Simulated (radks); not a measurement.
Values are calculated unless marked as measured or tabulated.
Charge is removed step by step from the 1s level of B+, starting from [He] 2s2. Code: a radial shooting solver on a logarithmic mesh with Libxc functionals. Model: scalar-relativistic Kohn-Sham, r2SCAN, spin-unpolarised, spherical densities, finite nucleus; meta-GGA in the generalised Kohn-Sham scheme; Fermi nuclear charge, rms radius 2.406 fm.

[
 {"removed (e)": "0", "E - E(0) (eV)": "0.000", "eigenvalue (eV)": "-196.79", "E minus straight line (eV)": "0.000"},
 {"removed (e)": "0.25", "E - E(0) (eV)": "50.990", "eigenvalue (eV)": "-211.19", "E minus straight line (eV)": "-5.505"},
 {"removed (e)": "0.5", "E - E(0) (eV)": "105.62", "eigenvalue (eV)": "-225.87", "E minus straight line (eV)": "-7.374"},
 {"removed (e)": "0.75", "E - E(0) (eV)": "163.94", "eigenvalue (eV)": "-240.72", "E minus straight line (eV)": "-5.550"},
 {"removed (e)": "1", "E - E(0) (eV)": "225.98", "eigenvalue (eV)": "-255.64", "E minus straight line (eV)": "0.000"}
]

Removing the whole electron costs 225.98 eV by Delta-SCF, against 196.79 eV from minus the eigenvalue at the starting occupation. Slater's transition state (half an electron removed) gives 225.87 eV. Integrating minus the eigenvalue over the occupation (Janak's theorem) gives 225.98 eV. In this scalar-relativistic scheme the density is built from large components alone, so the theorem holds only approximately. The mean slope of the eigenvalue, de/dn, is 58.9 eV per electron.
